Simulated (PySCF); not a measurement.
AsH₄Si, SMILES [SiH3][AsH], multiplicity 2.

The structure is a stationary point at PBE0-D3(BJ)/def2-TZVP. The isomer is the one that the SMILES or the coordinates give; other isomers of the formula were not compared.

Two levels are set side by side: PBE/def2-TZVPD (PySCF) and CAM-B3LYP/def2-TZVPD (PySCF). Same geometry, gas phase. Differences are taken from unrounded values.

```
quantity                     CAM-B3LYP
---------------------------  ---------
α-spin orbital gap (eV)           8.70
β-spin orbital gap (eV)           6.55
dipole moment (D)                 0.35
mean polarisability (bohr³)       63.7
```

Problem. What does PBE give, and how far is it from CAM-B3LYP? (An estimate is asked for; the answer gives what the named calculation found.)

Solution. 
| quantity | PBE | PBE minus CAM-B3LYP |
|---|---|---|
| α-spin orbital gap (eV) | 4.90 | -3.79 |
| β-spin orbital gap (eV) | 2.31 | -4.24 |
| dipole moment (D) | 0.28 | -0.06 |
| mean polarisability (bohr³) | 66.6 | 2.9 |

PBE's more diffuse valence density responds more strongly to a field. Differences between two approximate levels are no errors against the true value.

Rough cost on one machine, each run with all the roots and properties that it gave: CAM-B3LYP against PBE within a factor of 2.
